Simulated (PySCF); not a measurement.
Si(H)2(Cl)(Me) (CH5ClSi), SMILES Cl[SiH2]C. Coordinates come from a B3LYP-D3(BJ)/def2-TZVP optimisation.

All values below come from PySCF with B3LYP-D3(BJ)/def2-TZVP.

Harmonic wavenumbers (cm⁻¹): 167, 200, 499, 513, 683, 696, 757, 892, 920, 971, 1295, 1454, 1461, 2241, 2245, 3033, 3104, 3117. Rotational constants (GHz): 15.98, 3.817, 3.260; symmetry number 1.

Question: Work out the zero-point energy and the ideal-gas rigid-rotor harmonic-oscillator thermochemistry at 298.15 K and 1 atm.

Answer: ZPE = ½ Σ hcν = ½ × 24248 cm⁻¹ = 34.66 kcal/mol. H − E(el) = 38.36 kcal/mol. Entropy in cal/(mol K): translation 39.07, rotation 24.89, vibration 7.21, total 71.18. G − E(el) = 17.14 kcal/mol. Cp = 18.30 cal/(mol K).
